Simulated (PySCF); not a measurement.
## Worked example: chemical shift, span and skew from a shielding tensor

C2H6ClFSi, SMILES CC[Si@@H](F)Cl. Atoms are numbered in the order given.

```xyz
11

C     -2.2117    -0.5015     0.1812
C     -1.2332    -0.4351    -0.9889
Si     0.4130     0.3124    -0.5657
F      0.1909     1.8279    -0.0298
Cl     1.2874    -0.7496     0.9702
H     -1.8010    -1.0998     1.0085
H     -3.1673    -0.9561    -0.1204
H     -2.4285     0.5025     0.5763
H     -1.6501     0.1581    -1.8226
H     -1.0381    -1.4407    -1.4018
H      1.3685     0.3730    -1.6988
```
Charge 0, spin multiplicity 1.

The structure is a stationary point at PBE0-D3(BJ)/def2-SVP. The structure was generated by enumeration; whether it is a known compound was not checked. One conformer was computed; it need not be the lowest.

GIAO shieldings from PBE/pcSseg-1 run with PySCF, non-relativistic, no solvent. The symmetric part of the tensor of C1 has the principal values 169.6, 170.7, 182.9 ppm. The same nucleus in TMS has σ = 182.0 ppm at this level (PySCF, at its B3LYP-D3(BJ)/def2-TZVP geometry). Without spin–orbit terms, shifts of atoms bonded to Cl or Br come out too high.

Work out the isotropic shielding, the ¹³C shift against TMS, the span and the skew.


σ(iso) = (σ11 + σ22 + σ33)/3 = 174.4 ppm. δ = σ(ref) − σ(iso) = 182.0 − (174.4) = 7.6 ppm.
Span Ω = σ33 − σ11 = 13.3 ppm. Skew κ = 3(σ(iso) − σ22)/Ω = 0.83. Tumbling in solution averages the tensor to δ; in a static solid the shielding alone would spread this spin-1/2 line over Ω.
